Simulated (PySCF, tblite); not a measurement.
Isomers of C5H8FNSi2, one GFN2-xTB conformer each. Single-point energies are computed at PBE0/pcSseg-1 (PySCF, gas phase, no added dispersion term), electronic only.

Task: Rank them by PBE0/pcSseg-1 energy, lowest first (kJ/mol).
A. `[N:1]#[C:2][Si@@H:3]1[CH2:4][CH2:5][SiH2:6]/[C:7]1=[CH:8]\[F:9]` with C2–Si3–C4–C5 -149°, Si3–C4–C5–Si6 43°, C4–C5–Si6–C7 -31°, C5–Si6–C7–C8 -173°
B. `[N:1]#[C:2][C:3]1=[CH:4][SiH2:5][C@:6]1([F:7])[CH2:8][SiH3:9]` with Si5–C6–C8–Si9 78°
C. `[N:1]#[C:2][C@@H:3]1[SiH2:4][CH:5]=[CH:6][SiH2:7][C@H:8]1[F:9]` with C2–C3–Si4–C5 -70°, C3–Si4–C5–C6 -18°, C5–C6–Si7–C8 -8°, C6–Si7–C8–F9 -76°

Result: A (0.0), C (86.0), B (172.1).

As drawn, the highest has a four-membered ring, which the lowest lacks. GFN2-xTB itself gives, in the same order: 38.0, 0.0, 42.3. GFN2-xTB puts N#C[C@@H]1[SiH2]C=C[SiH2][C@H]1F lowest instead; measured from each level's own lowest isomer, the values differ by up to 129.8 kJ/mol (N#CC1=C[SiH2][C@]1(F)C[SiH3]: 42.3 against 172.1).

Task: Which frontier levels, dipoles and rotational constants go with these structures?

Result: 
```csv
SMILES,"HOMO (eV, PBE0/pcSseg-1)",LUMO (eV),dipole (D),"A, B, C (MHz)"
N#C[Si@@H]1CC[SiH2]/C1=C\F,-8.12,-1.23,3.62,"1354, 978.7, 621.3"
N#C[C@@H]1[SiH2]C=C[SiH2][C@H]1F,-8.22,-1.20,2.34,"1280, 1148, 1060"
N#CC1=C[SiH2][C@]1(F)C[SiH3],-8.37,-2.06,4.50,"1564, 897.6, 667.7"
```

Task: What happens when harmonic zero-point energies from GFN2-xTB frequencies are added?

Result: 
```csv
SMILES,ZPE (kJ/mol),electronic (kJ/mol),with ZPE (kJ/mol)
N#C[Si@@H]1CC[SiH2]/C1=C\F,294.4,0.0,0.0
N#C[C@@H]1[SiH2]C=C[SiH2][C@H]1F,288.1,86.0,79.6
N#CC1=C[SiH2][C@]1(F)C[SiH3],277.9,172.1,155.7
```

The zero-point energies span 16.5 kJ/mol. The order is unchanged.
